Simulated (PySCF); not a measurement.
Sulfur hexafluoride, SMILES FS(F)(F)(F)(F)F (F6S), singlet, B3LYP/def2-SVP optimised geometry.

```
7

F      0.00     0.85     1.35
S      0.00     0.00     0.00
F     -1.59     0.00     0.00
F      0.00    -1.35     0.85
F      1.59     0.00     0.00
F      0.00     1.35    -0.85
F      0.00    -0.85    -1.35
```

Density from B3LYP/def2-TZVP run with PySCF at that geometry.

Minimum of the electron density along straight lines between bonded atoms, close to the bond critical point (lines longer than 1.1 times the sum of covalent radii, or with two minima, are not listed):

| bond | length / Å | ρ at the minimum / e bohr⁻³ | ∇²ρ there / e bohr⁻⁵ | position (fraction from the first atom) |
|---|---|---|---|---|
| F1–S2 | 1.593 | 0.222 | -0.08 | 0.60 |
| S2–F3 | 1.593 | 0.222 | -0.08 | 0.40 |
| S2–F4 | 1.593 | 0.222 | -0.08 | 0.40 |
| S2–F5 | 1.593 | 0.222 | -0.08 | 0.40 |
| S2–F6 | 1.593 | 0.222 | -0.08 | 0.40 |
| S2–F7 | 1.593 | 0.222 | -0.08 | 0.40 |
